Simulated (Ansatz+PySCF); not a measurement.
The numbers below are computed, except where a source is named.
## Several solutions for doublet CuCl₂

```xyz
3

Cu    0.0000    0.0000    0.0000
Cl    0.0000    0.0000    2.1164
Cl    0.0000    0.0000   -2.1164
```

Basis set: def2-SVP (spherical functions). Charge 0, multiplicity 2.

PBE0 (unrestricted) was run from several starts with Ansatz (development build ahead of 0.2.0) and PySCF 2.14.0.

```
run  program                                 start  converged  energy (hartree)  <S²>
  A   Ansatz           search for the lowest state        yes       -2559.90076  0.75
  B    PySCF  guess huckel, instabilities followed         no                 –     –
  C   Ansatz               atomic start, no search        yes       -2559.90076  0.75
  D    PySCF    guess atom, instabilities followed        yes       -2559.90077  0.75
  E    PySCF                      program defaults        yes       -2559.84651  0.75
  F    PySCF   guess minao, instabilities followed        yes       -2559.90077  0.75
  G   Ansatz               stability test followed        yes       -2559.90076  0.75
```

**Question.** Which runs reached the lowest solution of this kind, and what is wrong with the others?

**Answer.** A, C, D, F, G reached the lowest solution found. Converged but too high: E by 1.48 eV. Convergence only shows a stationary point, and even a stable one can lie too high; stability tests and further starts are what find lower ones. Not converged: B.
